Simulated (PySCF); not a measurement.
## Nuclear quadrupole coupling in `O=COC[Si@H](O)[SiH2]S`

Species: C2H8O3SSi2.
Cartesian coordinates in Å at the GFN2-xTB level; atoms count from 1:
```
atom  x, y, z in Å
O1     2.5667    0.6555   -0.9260
C2     2.8739    0.6586    0.2386
O3     2.0588    0.6924    1.2503
C4     0.6550    0.7702    0.9553
Si5    0.0556   -0.3509   -0.4996
O6    -0.0101    0.3820   -1.9403
Si7   -2.1967   -0.7029   -0.2375
S8    -2.5275   -1.3155    1.8126
H9     3.9173    0.6347    0.5920
H10    0.1681    0.5022    1.8918
H11    0.4177    1.8168    0.7412
H12    0.9144   -1.5399   -0.4731
H13    0.7965    0.7258   -2.3281
H14   -2.7632   -1.7923   -1.0360
H15   -3.1125    0.4288   -0.4187
H16   -3.8216   -1.5565    1.7013
```

Field gradients from the PBE0/pcSseg-1 density (PySCF, non-relativistic), principal values in atomic units, ordered |Vxx| ≤ |Vyy| ≤ |Vzz|:

```tsv
atom	Vxx	Vyy	Vzz
O1	0.6877	0.8216	-1.5092
O3	-0.6230	-0.9880	1.6110
O6	-0.4199	-1.0031	1.4231
S8	0.2262	1.9111	-2.1372
```

Question: Find the asymmetry η = (Vxx − Vyy)/Vzz and the couplings χ = eQV/h (234.96 MHz × Q in barn × V in au), with Q(17O) = −0.0256 b, Q(33S) = −0.0678 b.

Answer: 
```csv
atom,environment,nucleus,η,χzz (MHz),χxx (MHz),χyy (MHz)
O1,ester carbonyl oxygen,17O,0.09,9.08,-4.14,-4.94
O3,ester single-bonded oxygen,17O,0.23,-9.69,3.75,5.94
O6,silanol oxygen,17O,0.41,-8.56,2.53,6.03
S8,sulfur bonded to Si and H,33S,0.79,34.05,-3.60,-30.44
```

Question: What is Vzz at O6 in SI units (1 au = 9.71736 × 10²¹ V/m²)?

Answer: 1.4231 au = 13.828 × 10²¹ V/m².

Question: And the gradient at the other heavy atoms, for which no coupling is worked out here?

Answer: 
```
atom                 environment  Vzz (au)     η
  C2       ester carbonyl carbon     0.431  0.80
  C4  sp3 carbon bound to oxygen     0.539  0.24
 Si5        oxygen-bound silicon    -0.296  0.75
 Si7                SiH2 silicon     0.680  0.33
```

Were the hydrogens deuterons (Q(2H) = 0.00286 b), χzz would run from 106 kHz (H12) to 326 kHz (H13).

One conformer (not necessarily the lowest) at the GFN2-xTB geometry, without solvent, vibrations or thermal averaging. GFN2-xTB bond lengths can be off by several hundredths of an ångström, more for odd bonds, and the gradients follow them. These gradients aren't converged with respect to the basis.
